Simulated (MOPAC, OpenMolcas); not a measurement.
# CH4AlClO (SMILES C[O][AlH][Cl]): the dipole moment, rung by rung

CH4AlClO has 8 atoms, charge 0, and is taken as a singlet. SMILES: `C[O][AlH][Cl]`. The coordinates come from a PBE0-D4/def2-TZVP relaxation. This is one conformer, not always the lowest.

```csv
atom,x (Å),y (Å),z (Å)
C,0.1322,1.2506,0.2630
O,0.6453,0.0520,-0.2460
Al,0.1034,-1.5197,-0.4266
Cl,-1.8290,-2.0078,0.2244
H,0.1184,2.0124,-0.5225
H,-0.8865,1.1362,0.6500
H,0.7702,1.6126,1.0750
H,1.0380,-2.5933,-1.0729
```

Quantity: the dipole moment, in D. The values are calculated.

| level | kind | program | value (D) | CPU time |
| --- | --- | --- | --- | --- |
| AM1 | semi-empirical | MOPAC | 1.40 | under 2 s |
| HF/6-31G* (spherical functions) | Hartree–Fock | OpenMolcas | 1.27 | 4.3 s |
| SVWN5/6-31G* (spherical functions) | LDA | OpenMolcas | 1.41 | 12 s |
| PBE/6-31G* (spherical functions) | GGA | OpenMolcas | 1.39 | 16 s |
| M06-L/6-31G* (spherical functions) | meta-GGA | OpenMolcas | 1.33 | 20 s |
| B3LYP/6-31G* (spherical functions) | global hybrid | OpenMolcas | 1.33 | 16 s |

The values span 1.27 to 1.41 D. Magnitudes only. CPU times are rough (shared hosts, several kinds of processor and program).
